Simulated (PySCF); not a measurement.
**Assignment exercise: C6H9BO2**

Cartesian coordinates in Å; atom numbers follow the order of the lines, from 1:
```xyz
18

C     3.0416    0.6561    0.5872
C     2.1751   -0.0479   -0.1411
C     1.0611   -0.8725    0.4213
C    -0.3167   -0.4145    0.0340
O    -1.2213   -1.3101    0.0382
B    -2.5996   -0.9928   -0.5471
O    -2.9149    0.4499   -0.1501
C    -1.9613    1.2874   -0.1503
C    -0.6168    0.9341   -0.2095
H     3.8432    1.2325    0.1187
H     2.9872    0.6748    1.6807
H     2.2619   -0.0410   -1.2344
H     1.1007   -0.8757    1.5250
H     1.1427   -1.9253    0.1057
H    -3.4179   -1.7307   -0.0453
H    -2.5015   -1.0272   -1.7675
H    -2.2572    2.3413   -0.0343
H     0.1651    1.6907   -0.1898
```

- PBE0/pcSseg-1 with gauge-including orbitals
- PBE0-D3(BJ)/def2-SVP structure
- run in PySCF
- fast rotation and ring inversion assumed for equivalent nuclei, a single conformation, no solvent model, non-relativistic Hamiltonian

References, each an isolated molecule treated in the same way: ¹³C (184.41 ppm) and ¹H (31.27 ppm) against TMS.

Question: Assign these signals to the numbered atoms. ¹³C{¹H} NMR (computed): δ 199.6, 185.8, 139.8, 131.0, 104.5, 45.5.

Answer: 
| δ (ppm) | atoms | environment | reason |
| --- | --- | --- | --- |
| 199.6 | C4 | ketone carbonyl carbon | low-lying n→π* states of the double bond to the heteroatom give a large paramagnetic term (-271 ppm) |
| 185.8 | C8 | alkene carbon bearing oxygen | an sp2 carbon further deshielded by the attached heteroatom |
| 139.8 | C2 | alkene CH | an sp2 carbon of a C=C bond |
| 131.0 | C1 | terminal =CH2 carbon | as expected for a trigonal carbon in a double bond |
| 104.5 | C9 | β carbon of an enol-ether or enamine type C=C | the O or N lone pair pushes π density onto this β carbon and shields it |
| 45.5 | C3 | sp3 CH2 α to a carbonyl | α to the electron-withdrawing carbonyl group |

Question: Assign these signals to the numbered atoms. ¹H NMR (400 MHz, computed): δ 7.65 (d, 1H), 5.99 (m, 1H), 5.71 (d, 1H), 5.68 (m, 1H), 5.59 (m, 1H), 3.77 (br, 2H), 3.06 (d, 2H).

Answer: 
7.65 → H17, hydrogen on an alkene carbon bearing oxygen: a vinylic proton, deshielded by the sp2 carbon and the C=C anisotropy
5.99 → H12, hydrogen on an alkene CH: a vinylic proton, deshielded by the sp2 carbon and the C=C anisotropy
5.71 → H18, hydrogen on a β carbon of an enol-ether or enamine type C=C: a vinylic proton, deshielded by the sp2 carbon and the C=C anisotropy
5.68 → H10, hydrogen on a terminal =CH2 carbon: attached to an sp2 carbon and in the plane of the double bond
5.59 → H11, hydrogen on a terminal =CH2 carbon
3.77 → H15/H16, hydrogen on a boron bonded to 2 O, in a 6-membered ring
3.06 → H13/H14, hydrogen on an sp3 CH2 α to a carbonyl: α to C=O

H18 and H10; H10 and H11 lie closer than the usual error of such a calculation, so a measured spectrum could show them in the other order.

Hydrogens on boron are broadened and split by ¹¹B (spin 3/2, 80 %) and 10B (spin 3). Shifts are as computed. Against solution values, carbons near 30 ppm lie about +2 ppm off and those near 130 ppm about +5 ppm. Of 1309 compounds with measured shifts, 239 miss one by over three times the rms of a fit or turn the order of signals round; such compounds aren't used in these exercises. Multiplicities follow the n + 1 count of equivalent neighbours, as no J values were calculated; m marks all less simple cases, F and P coupling included.
